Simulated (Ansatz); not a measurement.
Gas-phase electronic energies from Ansatz, PBE0-D4/def2-TZVP geometries. CCSD(T)/CBS is the MP2 limit (def2-TZVPP, def2-QZVPP) plus CCSD(T) − MP2 in def2-TZVPP, frozen cores. Functionals use def2-TZVPP. B3LYP here is the variant with VWN-RPA as its local correlation; programs differ in this. Each species was taken in one conformer, which may not be the lowest.

Consider the formal exchange of groups at the Al–N bond: `C[SiH2]B[NH][AlH2]` + `C=C(O)S` → `O/C(S)=[CH]/[AlH2]` + `C[SiH2]BN`.

`C[SiH2]B[NH][AlH2]`:

Z-matrix (Å, degrees):
```
C
Si 1 1.881
H 1 1.093 2 109.6
H 1 1.092 2 111.6 3 119.8
H 1 1.092 2 111.6 3 -119.7
B 2 2.024 1 122.8 3 179.2
H 2 1.497 1 108.2 3 56.2
H 2 1.497 1 108.3 3 -57.5
N 6 1.408 2 130.8 1 1.5
H 6 1.208 2 112.0 1 -178.6
Al 9 1.804 6 132.3 2 0.5
H 9 1.014 6 113.2 2 -179.9
H 11 1.574 9 120.2 6 -0.1
H 11 1.582 9 115.5 6 179.8
```

`C=C(O)S`:

Z-matrix (Å, degrees):
```
C
C 1 1.328
H 1 1.083 2 120.0
H 1 1.079 2 120.5 3 179.3
O 2 1.355 1 121.8 3 -5.5
S 2 1.767 1 121.7 3 172.0
H 5 0.963 2 108.6 1 156.8
H 6 1.347 2 96.3 1 126.7
```

`O/C(S)=[CH]/[AlH2]`:

Z-matrix (Å, degrees):
```
C
S 1 1.757
C 1 1.347 2 123.6
O 1 1.349 2 111.1 3 -179.9
H 2 1.342 1 94.7 3 -179.5
Al 3 1.914 1 127.6 2 0.2
H 3 1.093 1 114.0 2 -179.8
H 4 0.965 1 108.0 2 -179.9
H 6 1.587 3 120.4 1 0.0
H 6 1.587 3 118.4 1 -180.0
```

`C[SiH2]BN`:

```xyz
12

C    -1.141   -1.653   -0.228
Si    0.285   -0.664    0.502
B     0.084    1.320    0.199
N     1.084    2.053   -0.423
H    -1.199   -1.511   -1.310
H    -1.023   -2.720   -0.031
H    -2.091   -1.329    0.204
H     1.571   -1.158   -0.087
H     0.360   -0.948    1.968
H    -0.900    1.919    0.541
H     1.023    3.045   -0.587
H     1.946    1.647   -0.748
```

```json
{"level": "PBE-D4", "ΔE (kJ/mol)": "33.7", "difference from CCSD(T)/CBS": "-12.1"}
{"level": "r2SCAN-D4", "ΔE (kJ/mol)": "36.2", "difference from CCSD(T)/CBS": "-9.6"}
{"level": "PBE0-D4", "ΔE (kJ/mol)": "36.4", "difference from CCSD(T)/CBS": "-9.4"}
{"level": "B3LYP-D4", "ΔE (kJ/mol)": "42.6", "difference from CCSD(T)/CBS": "-3.2"}
{"level": "ωB97X-V", "ΔE (kJ/mol)": "42.0", "difference from CCSD(T)/CBS": "-3.8"}
{"level": "ωB97M-V", "ΔE (kJ/mol)": "41.9", "difference from CCSD(T)/CBS": "-3.9"}
{"level": "B2PLYP", "ΔE (kJ/mol)": "41.8", "difference from CCSD(T)/CBS": "-4.0"}
{"level": "PBE", "ΔE (kJ/mol)": "32.3", "difference from CCSD(T)/CBS": "-13.5"}
{"level": "r2SCAN", "ΔE (kJ/mol)": "35.6", "difference from CCSD(T)/CBS": "-10.2"}
{"level": "PBE0", "ΔE (kJ/mol)": "35.0", "difference from CCSD(T)/CBS": "-10.8"}
{"level": "B3LYP", "ΔE (kJ/mol)": "40.5", "difference from CCSD(T)/CBS": "-5.3"}
{"level": "HF/def2-TZVPP", "ΔE (kJ/mol)": "47.9", "difference from CCSD(T)/CBS": "2.1"}
{"level": "MP2/def2-TZVPP", "ΔE (kJ/mol)": "42.6", "difference from CCSD(T)/CBS": "-3.2"}
{"level": "SCS-MP2/def2-TZVPP", "ΔE (kJ/mol)": "45.7", "difference from CCSD(T)/CBS": "-0.1"}
{"level": "CCSD/def2-TZVPP", "ΔE (kJ/mol)": "46.8", "difference from CCSD(T)/CBS": "1.0"}
{"level": "CCSD(T)/def2-TZVPP", "ΔE (kJ/mol)": "45.3", "difference from CCSD(T)/CBS": "-0.5"}
{"level": "HF/def2-QZVPP", "ΔE (kJ/mol)": "48.8", "difference from CCSD(T)/CBS": "3.0"}
{"level": "MP2/def2-QZVPP", "ΔE (kJ/mol)": "43.1", "difference from CCSD(T)/CBS": "-2.7"}
{"level": "SCS-MP2/def2-QZVPP", "ΔE (kJ/mol)": "46.2", "difference from CCSD(T)/CBS": "0.4"}
{"level": "HF/CBS(def2)", "ΔE (kJ/mol)": "48.9", "difference from CCSD(T)/CBS": "3.1"}
{"level": "MP2/CBS(def2)", "ΔE (kJ/mol)": "43.0", "difference from CCSD(T)/CBS": "-2.8"}
{"level": "CCSD/CBS(def2)", "ΔE (kJ/mol)": "47.3", "difference from CCSD(T)/CBS": "1.5"}
{"level": "CCSD(T)/CBS", "ΔE (kJ/mol)": "45.8", "difference from CCSD(T)/CBS": "0"}
```

Largest T1 diagnostic among the species: 0.013.
